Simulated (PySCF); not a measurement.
# Basis and Hamiltonian dependence of the excitation energy of Zr²⁺

Zr²⁺ [Kr] 4d2 (3F) → Zr²⁺ [Kr] 4d1 5p1 (high-spin determinant). All values are computed (PySCF 2.14, energy differences of UHF-based or UKS calculations, no spin-orbit coupling). Values in eV.

| basis | Hamiltonian | functions | UHF | PBE | PBE0 | MP2 (valence) | CCSD(T) (valence) | CCSD(T) (valence and next inner shell) |
| --- | --- | --- | --- | --- | --- | --- | --- | --- |
| Sapporo-DKH3-DZP-2012 | spin-free X2C | 52 | 6.702 | 6.663 | 6.819 | 6.706 | n/a | n/a |
| aug-cc-pVDZ-PP with ECP28MDF | ECP | 54 | 6.692 | 6.573 | 6.738 | 6.688 | 6.670 | n/a |
| def2-TZVPPD with the def2 core potential (28 electrons) | ECP | 56 | 6.834 | 6.693 | 6.863 | 6.848 | 6.837 | 6.814 |
| ANO-RCC-VTZP | spin-free X2C | 68 | 6.748 | 6.679 | 6.840 | 6.771 | 6.758 | 6.844 |
| aug-cc-pwCVDZ-PP with ECP28MDF | ECP | 70 | 6.723 | 6.552 | 6.728 | 6.739 | 6.725 | 6.629 |
| x2c-TZVPPall | spin-free X2C | 79 | 6.739 | 6.657 | 6.817 | 6.755 | 6.743 | 6.747 |
| def2-QZVPPD with the def2 core potential (28 electrons) | ECP | 81 | 6.847 | 6.700 | 6.874 | 6.868 | 6.857 | 6.870 |
| aug-cc-pVTZ-PP with ECP28MDF | ECP | 88 | 6.727 | 6.551 | 6.728 | 6.741 | 6.728 | n/a |
| x2c-TZVPPall with one added diffuse shell each of s, p, d, f type | spin-free X2C | 95 | 6.736 | 6.656 | 6.816 | 6.752 | 6.739 | 6.744 |
| x2c-QZVPPall | spin-free X2C | 111 | 6.760 | 6.700 | 6.858 | 6.781 | n/a | n/a |
| aug-cc-pVTZ-PP with one added diffuse shell each of s, p, d, f, g type with ECP28MDF | ECP | 113 | 6.726 | 6.551 | 6.728 | 6.741 | n/a | n/a |
| aug-cc-pwCVTZ-PP with ECP28MDF | ECP | 122 | 6.737 | 6.544 | 6.724 | 6.759 | n/a | n/a |
| dyall-av2z | non-relativistic | 136 | 7.126 | 7.071 | 7.233 | 7.139 | n/a | n/a |

Question: Estimate the row for aug-cc-pVTZ-DK (spin-free X2C, 102 functions).

Answer: From the rows with the same Hamiltonian and similar size; the calculation gives UHF 6.70; PBE 6.63; PBE0 6.79; MP2 (valence) 6.72; CCSD(T) (valence) 6.70 (eV).

Frozen in the all-electron rows: valence: [Kr]; valence and next inner shell: [Ar] 3d10; with a core potential, the same shells as far as they lie outside it.

One determinant mixes LS terms of the configuration, so the numbers do not refer to single terms. Non-relativistic rows lack the scalar-relativistic shift.
